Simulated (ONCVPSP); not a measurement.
I, ONCV: configuration errors across variants

iodine (I), optimised norm-conserving Vanderbilt (ONCV), made with ONCVPSP 4.0.1 (PBE, scalar-relativistic). Core [Ar] 3d10 4s2, reference 4p6 4d10 5s2 5p4 (charge +1). Waves: 5s: rc 1.75 bohr, ncon 3, nbas 6, qcut 3.9 1/bohr, 2 projectors, debl 2.1 Ha; 4p+5p: rc 1.25 bohr, ncon 4, nbas 9, qcut 10.7 1/bohr, 2 projectors; 4d: rc 0.95 bohr, ncon 5, nbas 9, qcut 9.5 1/bohr, 1 projector. Local part: polynomial inside 0.65 bohr (lpopt 5, dvloc0 2 Ha). Core correction: Teter function fitted to the true core (icmod 2), fcfact 0.2.

All-electron excitation energies from the reference (eV): (1) 4p6 4d10 5s2 5p5 -11.131; (2) 4p6 4d10 5s2 5p3 19.846; (3) 4p6 4d10 5s2 5p2 49.175; (4) 4p6 4d10 5s2 5p4.5 -6.599.

2 further variants failed, have other tests or too few solved ones, and are left out.

A true bound ghost makes a file unfit for plane-wave use even where its test errors are small: the radial tests pick states by their node count and pass the ghost by.

Errors AE − PS in meV (a dash: test not solved or not reliable):

| change | (1) | (2) | (3) | (4) | bound ghosts | GHOST(+) flags above zero |
| --- | --- | --- | --- | --- | --- | --- |
| base | +2.1 | -5.5 | -16 | +1.4 | s | s |
| p: qcut 7.7 | +2.1 | -5.5 | -16 | +1.4 | s | s |
| core correction none | +2.1 | -5.4 | -15 | +1.4 | s | s |
| s: rc 2.2 | +2.5 | -4.4 | -9.5 | +1.5 | s | s |
| local potential polynomial inside 0.65 bohr (lpopt 5, dvloc0 -2 Ha) | +2.1 | -5.5 | -16 | +1.4 | s | s, p |

(1) Give the same row for: s: nbas 8.

Answers

(1) +2.1, -5.4, -15, +1.4; bound ghosts: s; GHOST(+) flags above zero: s.
